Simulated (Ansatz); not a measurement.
`OB(O)O` + `CC(C)[TeH]` → `CC(C)[Te]B(O)O` + H₂O  (ligand exchange at a B–O bond)

Gas-phase electronic energies from Ansatz, PBE0-D4/def2-TZVP geometries. CCSD(T)/CBS adds triple-zeta CCSD(T) − MP2 to the extrapolated MP2 energy (def2 sets, frozen cores). This one scheme is used for every species. Functionals use def2-TZVPP. def2 core potentials past Kr. For Te outer-core shells are correlated without core-valence functions, which leaves a few kJ/mol of doubt a bond. One conformer a species, not always the lowest.

Task: Is it downhill or uphill in electronic energy at CCSD(T)/CBS, and by how much? (Best estimate.)

Result: The calculation gave: Uphill: ΔE = +77.9 kJ/mol.

Task: What do these levels give: r2SCAN-D4, PBE0-D4, ωB97M-V, r2SCAN, MP2/def2-QZVPP, CCSD/CBS(def2)? (Best estimate.)

Result: Computed: r2SCAN-D4 86.1, PBE0-D4 81.4, ωB97M-V 88.7, r2SCAN 88.1, MP2/def2-QZVPP 71.3, CCSD/CBS(def2) 84.2 kJ/mol.

Largest T1 diagnostic among the species: 0.012.

In def2-TZVPP, CCSD(T) changes the Hartree–Fock value by −33.0 kJ/mol (the triples alone add −6.3 kJ/mol) and MP2 by −42.5 kJ/mol. The D4 term adds −10.4 kJ/mol with B3LYP and −6.1 kJ/mol with PBE0; it sums over pairs of atoms, weighted by their polarisabilities, and B3LYP, whose exchange is more repulsive, gets the larger term. From PBE to PBE0 (25 % exact exchange), in def2-TZVPP and without D4, ΔE moves by +5.6 kJ/mol.

B3LYP here is the variant with VWN-RPA as its local correlation; programs differ in this.
